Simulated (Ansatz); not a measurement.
Species: CH5O3Si, net charge 0, doublet state. It need not be the lowest isomer of its formula. 
Geometry from a B3LYP-D3(BJ)/def2-TZVP (Ansatz, a quantum-chemistry and plane-wave program) optimisation:
```
Si
O 1 1.6388
H 2 0.9609 1 117.36
O 1 1.6429 2 108.59 3 -42.90
H 4 0.9606 1 116.68 2 141.88
O 1 1.6507 2 113.94 3 71.99
H 6 0.9602 1 117.79 2 67.19
C 1 1.8300 2 105.11 3 -165.76
H 8 1.0834 1 122.58 2 9.49
H 8 1.0842 9 114.95 1 -177.96
```
Charge 0, spin multiplicity 2.

Parts of the frozen-core correlation energy in cc-pV(D+d)Z (Ansatz, hartree). Frozen orbitals: 9; correlated occupied orbitals by spin: 16 and 15; virtual: 79 and 80. UHF or UKS for open shells. Spin-orbit coupling is left out. Non-relativistic.

```csv
term,value
reference (HF),-554.44278
MP2 opposite-spin,[?]
MP2 same-spin,[?]
CCSD correlation,-0.80192
(T),[?]
T1 diagnostic,0.012
largest doubles amplitude,0.022
<S^2> of the reference,0.759
```

Task: Fill in the missing entries.

Result: 
- MP2 opposite-spin, value: -0.56674
- MP2 same-spin, value: -0.19945
- (T), value: -0.01717
